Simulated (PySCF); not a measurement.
Job file and geometry (Å, from PBE0-D3(BJ)/def2-SVP) of an NMR shielding run on SMILES [SiH3]O[SiH2]P, H7OPSi2, PySCF 2.14.0, density-fitted response routines, GIAO PBE0/pcSseg-1 NMR shielding, non-relativistic, gas phase; density fitting, a coarse starting grid and PySCF grid level 2 are the driver's defaults:

```
{"job": {"kind": "nmr", "xc": "PBE0", "basis": "pcSseg-1"}, "charge": 0, "multiplicity": 1}
Si    -1.993354    -0.635699     0.250426
O     -0.876472     0.446161    -0.331530
Si     0.666186     1.012340    -0.107910
P      2.070679    -0.746803     0.134822
H     -3.221967    -0.523972    -0.583636
H     -1.454700    -2.026716     0.167965
H     -2.323671    -0.325426     1.674112
H      0.754608     1.813255     1.152000
H      0.998229     1.883471    -1.270648
H      2.164810    -0.996930    -1.268749
H      3.221127     0.102898     0.157594
```

Question: Write the output of this run.

Answer: 
```
coarse grid: 10304 points
cycle   1  E = -999.2057734053  dE =  3.560e-02  |g| = 7.316e-01  |ddm| = 2.910e+00
cycle   2  E = -998.9896267362  dE =  2.161e-01  |g| = 1.281e+00  |ddm| = 1.542e+00
cycle   3  E = -999.2992672076  dE = -3.096e-01  |g| = 7.778e-02  |ddm| = 1.141e+00
cycle   4  E = -999.3005214303  dE = -1.254e-03  |g| = 3.112e-02  |ddm| = 1.310e-01
cycle   5  E = -999.3007908399  dE = -2.694e-04  |g| = 5.032e-03  |ddm| = 5.003e-02
cycle   6  E = -999.3007963792  dE = -5.539e-06  |g| = 9.990e-04  |ddm| = 7.930e-03
final grid: 84592 points
cycle   7  E = -999.3333498767  dE = -5.279e-06  |g| = 6.771e-03  |ddm| = 1.362e-02
cycle   8  E = -999.3333373646  dE =  1.251e-05  |g| = 1.081e-02  |ddm| = 1.125e-02
cycle   9  E = -999.3333573222  dE = -1.996e-05  |g| = 5.847e-04  |ddm| = 7.224e-03
cycle  10  E = -999.3333573978  dE = -7.560e-08  |g| = 8.337e-05  |ddm| = 7.931e-04
cycle  11  E = -999.3333573996  dE = -1.770e-09  |g| = 1.825e-05  |ddm| = 1.446e-04
cycle  12  E = -999.3333573997  dE = -9.209e-11  |g| = 4.809e-06  |ddm| = 3.261e-05
converged SCF energy = -999.3333573997

GIAO shielding tensors (ppm)
atom      isotropic    diamagn.    paramagn.     s11        s22        s33       span
  0 Si     388.644     878.172    -489.528    345.117    354.151    466.663    121.546
  1 O      325.237     399.425     -74.188    247.734    356.488    371.490    123.756
  2 Si     361.066     878.797    -517.731    298.744    350.404    434.050    135.306
  3 P      582.929     967.578    -384.649    520.924    578.171    649.691    128.767
  4 H       26.353      27.904      -1.550     23.077     24.531     31.452      8.375
  5 H       26.232      29.107      -2.874     22.571     25.669     30.456      7.885
  6 H       26.254      28.439      -2.185     23.214     24.501     31.047      7.833
  7 H       25.804      28.978      -3.174     22.143     24.851     30.418      8.276
  8 H       25.499      28.675      -3.176     21.417     24.625     30.455      9.038
  9 H       29.292      29.656      -0.364     24.688     26.644     36.544     11.856
 10 H       29.962      28.696       1.265     25.474     26.415     37.996     12.522
```

Question: Turn these shieldings into chemical shifts. Shifts are taken against calculated references (same method and geometry level): 29Si (σ = 351.99 ppm), 1H (σ = 31.27 ppm) against TMS; H2O for 17O (σ = 334.56 ppm); 31P (σ = 310.13 ppm) vs H3PO4.

Answer: Averaging equivalent atoms: Si 2: -9.1; Si 0: -36.7; O 1: 9.3; P 3: -272.8; H 7/8: 5.62; H 4/5/6: 4.99; H 9/10: 1.64 ppm. Experimental scales use liquid or dissolved standards, which lie at an offset from isolated H2O (liquid H2O: subtract about 36 ppm) and H3PO4.

Size and cost of the density-fitted run: 124 basis functions, 8.6 s wall time on 1 thread of an Arm Neoverse V2, shared host.
